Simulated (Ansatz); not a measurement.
Consider the redistribution: `[NH2][GaH][SiH2][SiH3]` + `O=C[SiH2][SiH3]` → `[NH2][GaH][SiH2]C=O` + `[SiH3][SiH2][SiH3]`.

Computed with Ansatz on PBE0-D4/def2-TZVP structures; ΔE is electronic, products minus reactants. CCSD(T)/CBS is the MP2 limit (def2-TZVPP, def2-QZVPP) plus CCSD(T) − MP2 in def2-TZVPP, frozen cores. Functionals use def2-TZVPP. B3LYP here is the variant with VWN-RPA as its local correlation; programs differ in this. For Ga outer-core shells are correlated without core-valence functions, which leaves a few kJ/mol of doubt a bond. Scalar relativity is left out up to krypton. Each species was taken in one conformer, which may not be the lowest.

```tsv
level	ΔE (kJ/mol)	difference from CCSD(T)/CBS
PBE-D4	-1.7	-2.3
r2SCAN-D4	-1.1	-1.7
PBE0-D4	-0.6	-1.2
B3LYP-D4	-1.1	-1.7
ωB97X-V	0.1	-0.5
ωB97M-V	0.1	-0.5
B2PLYP	-0.1	-0.7
PBE	-1.4	-2.0
r2SCAN	-1.0	-1.6
PBE0	-0.3	-0.9
B3LYP	-0.6	-1.2
HF/def2-TZVPP	0.6	0.0
MP2/def2-TZVPP	0.8	0.2
SCS-MP2/def2-TZVPP	0.7	0.1
CCSD/def2-TZVPP	0.7	0.1
CCSD(T)/def2-TZVPP	0.6	0.0
HF/def2-QZVPP	0.5	-0.1
MP2/def2-QZVPP	0.7	0.1
SCS-MP2/def2-QZVPP	0.7	0.1
HF/CBS(def2)	0.5	-0.1
MP2/CBS(def2)	0.8	0.2
CCSD/CBS(def2)	0.7	0.1
CCSD(T)/CBS	0.6	0
```

Largest T1 diagnostic among the species: 0.016.
